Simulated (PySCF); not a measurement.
Input for PySCF: R-BP86/6-31G* on GeH4Si (SMILES [SiH3][GeH]), a point of a torsion scan.

```python
from pyscf import gto, scf, dft, mp
from pyscf.data.elements import chemcore

mol = gto.M(
    atom='''
    Si   -0.56755822    0.04625472    0.02914989
    Ge    1.66064423    0.94792751   -0.13053636
    H    -0.89493086   -0.74691808    1.22191071
    H    -1.59075568    1.10865402   -0.00668557
    H    -0.88937111   -0.82049715   -1.11747761
    H     2.25829147   -0.43177134    0.47445089
    ''',
    basis='6-31g*',
    cart=True,
    charge=0, spin=0, verbose=3, max_memory=1800)
mf = dft.RKS(mol, xc='b88,p86')
mf.conv_tol = 1e-8
mf.max_cycle = 100
mf.kernel()
if not mf.converged:
    mf = mf.newton().run(mf.mo_coeff, mf.mo_occ)
```

Program output:

```
converged SCF energy = -2368.84660355227
```

Self-consistency was reached.

Cost: about 6 core-seconds (a rough figure).
